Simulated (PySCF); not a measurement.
**Electron correlation in Ne⁺ (neon, charge +1)**

[He] 2s2 2p5, 2P determinant. Computed with PySCF 2.14 in def2-TZVP, with the non-relativistic Hamiltonian (point nucleus). Frozen: 1s2; 7 electrons correlated.

MP2 pair energies summed by pair of shells (mhartree):

```tsv
pair	energy	share (%)
2p-2p	-120.21	62.2
2s-2p	-63.47	32.8
2s-2s	-9.57	5.0
```

Total MP2 correlation energy: -193.25 mhartree.

Same-spin part -46.31 and opposite-spin part -146.94 mhartree; SCS-MP2 scales them by 1/3 and 6/5 to -191.76 mhartree.

```
  level  correlation energy (mhartree)
   CCSD                        -205.55
    (T)                          -2.24
CCSD(T)                        -207.79
```

Diagnostics: T1 = 0.0040, D1 = 0.0063, largest double amplitude 0.029.

Cost of the coupled-cluster step: 0.44 s of wall time on 1 thread of Neoverse-V1 (shared host), for 7 correlated electrons.
